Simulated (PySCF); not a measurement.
NaTl, MP2: how much the basis matters

PySCF, RHF reference; singlet, unpaired electrons none; De to Na + Tl without counterpoise correction. Frozen cores follow the default of each basis and core potential.

| basis | relativity | functions | Re (Å) | ωe (cm⁻¹) | De (eV) | frozen orbitals |
| --- | --- | --- | --- | --- | --- | --- |
| def2-SVP | scalar-relativistic core potentials | 41 | 3.305 | 138 | 0.50 | 5 |
| def2-SVPD | scalar-relativistic core potentials | 50 | 3.295 | 138 | 0.53 | 5 |
| aug-cc-pVDZ/aug-cc-pVDZ-PP | scalar-relativistic core potentials | 59 | 3.293 | 140 | 0.55 | 5 |

Question: How does each smaller set differ from the one with most functions, aug-cc-pVDZ/aug-cc-pVDZ-PP?

Answer: def2-SVP: +1.2 pm, -1.4 % in ωe, -0.05 eV in De; def2-SVPD: +0.2 pm, -1.4 % in ωe, -0.02 eV in De. All at MP2; the set with most functions is neither the basis-set limit nor always the best.

Correlated steps freeze 5 core orbitals. Correlated levels converge slowly with the basis: in double zeta they bind strong bonds too weakly, by up to about 1 eV, and carry superposition errors of some tenths. Spin–orbit coupling is left out, which matters for elements this heavy, above all for dissociation energies. Where the molecule has an RHF reference, its open-shell atoms are computed with UHF.
